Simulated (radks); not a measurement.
The mean radii <r> (bohr) of the occupied orbitals of an atom or ion are listed with their occupations. All-electron calculation, Dirac Kohn-Sham, exchange-only PBE, spin-unpolarised, spherical densities, finite nucleus; Fermi nuclear charge, rms radius of each element as measured or else 0.836 A^(1/3) + 0.57 fm. Program: a radial shooting solver on a logarithmic mesh with Libxc functionals.

| orbital | occ. | <r> |
|---|---|---|
| 1s1/2 | 2 | 0.03185 |
| 2s1/2 | 2 | 0.1380 |
| 2p1/2 | 2 | 0.1171 |
| 2p3/2 | 4 | 0.1221 |
| 3s1/2 | 2 | 0.3791 |
| 3p1/2 | 2 | 0.3713 |
| 3p3/2 | 4 | 0.3821 |
| 3d3/2 | 4 | 0.3556 |
| 3d5/2 | 6 | 0.3591 |
| 4s1/2 | 2 | 0.9464 |
| 4p1/2 | 2 | 1.022 |
| 4p3/2 | 4 | 1.054 |
| 4d3/2 | 4 | 1.591 |
| 4d5/2 | 6 | 1.633 |

Name the element and its charge. Open shells, if any, fill j = l - 1/2 first.

Answer. Z = 46, palladium, charge 0: Pd in [Kr] 4d10. The 1s radius gives Z: for a bare nucleus <r> = (2 gamma + 1)/(2Z) with gamma = sqrt(1 - (Z/c)^2), 0.03135 bohr for Z = 46, and screening makes it slightly larger (0.03185 here). The occupations add up to 46, and the charge is Z minus that.
